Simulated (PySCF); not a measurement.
CH$_{3}$BCl$_{2}$S (SMILES CSB(Cl)Cl), singlet, geometry from GFN2-xTB. Base run: PySCF with M062X/6-31G.

Input for PySCF:
```python
from pyscf import gto, scf, dft, solvent

mol = gto.M(
    atom='''
B     0.016082    0.017057    0.389283
Cl   -0.307772   -0.347060    2.048249
Cl    1.148066    1.277998    0.012603
S    -0.824341   -0.915724   -0.889049
C    -0.169298   -0.183183   -2.430213
H    -0.419724    0.871507   -2.462515
H    -0.646479   -0.712607   -3.247214
H     0.906037   -0.319441   -2.465101
''',
    basis='6-31g',
    charge=0,
    spin=0,
    verbose=3,
)

mf = dft.RKS(mol)
mf.xc = 'm062x'
mf.kernel()
mf.analyze()
```

The base run was repeated with changes; each row names its change, and settings that it needs were set with it.

```tsv
change	ΔE vs base (kJ/mol)	dipole (D)	HOMO-LUMO gap (eV)
base	0.00	2.54	8.61
model = IEF-PCM; solvent = tetrahydrofuran	-10.29	3.11	8.57
model = C-PCM; solvent = tetrahydrofuran	-10.96	3.13	8.57
model = IEF-PCM; solvent = tetrahydrofuran; vdw_scale = 1.0	-20.27	3.23	8.59
model = IEF-PCM; solvent = toluene	-5.92	2.87	8.58
model = IEF-PCM; solvent = tetrahydrofuran; lebedev_order = 11	-10.04	3.10	8.57
model = IEF-PCM; solvent = methanol	-12.28	3.21	8.56
model = ddCOSMO; solvent = tetrahydrofuran	-8.42	3.03	8.59
model = COSMO; solvent = tetrahydrofuran	-10.18	3.09	8.57
model = IEF-PCM; solvent = tetrahydrofuran; vdw_scale = 1.4	-6.05	2.98	8.56
model = IEF-PCM; solvent = tetrahydrofuran; lebedev_order = 41	-10.32	3.11	8.57
model = IEF-PCM; solvent = tetrahydrofuran; vdw_scale = 1.1	-14.12	3.17	8.57
```

The base is the gas phase, so ΔE is the electrostatic part of solvation at a fixed geometry, without cavity and dispersion terms.
